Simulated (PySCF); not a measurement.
CH₃ClMoO₃, SMILES C[O][Mo](=[O])(=[O])[Cl], multiplicity 1. Geometry: B3LYP-D3(BJ)/def2-SVP. The spin state was assumed, not searched. The def2 effective core potentials stand for the cores of Mo; spin–orbit coupling is left out. One conformer was computed; it need not be the lowest.

Computed equilibrium geometry at B3LYP-D3(BJ)/def2-SVP (PySCF confirms it by a frequency run) as Cartesian coordinates in Å (one conformer of several):
```xyz
9

Mo     0.1903    -0.1271     0.2131
O      1.8259    -0.3155     0.5642
O     -0.6661    -1.2603     1.1153
Cl    -0.4996     1.9841     0.7703
O     -0.1040    -0.4450    -1.5800
C     -0.8207    -1.2868    -2.4582
H     -1.3690    -0.6601    -3.1793
H     -0.1133    -1.9290    -3.0063
H     -1.5372    -1.9159    -1.9043
```
Charge 0, spin multiplicity 1.
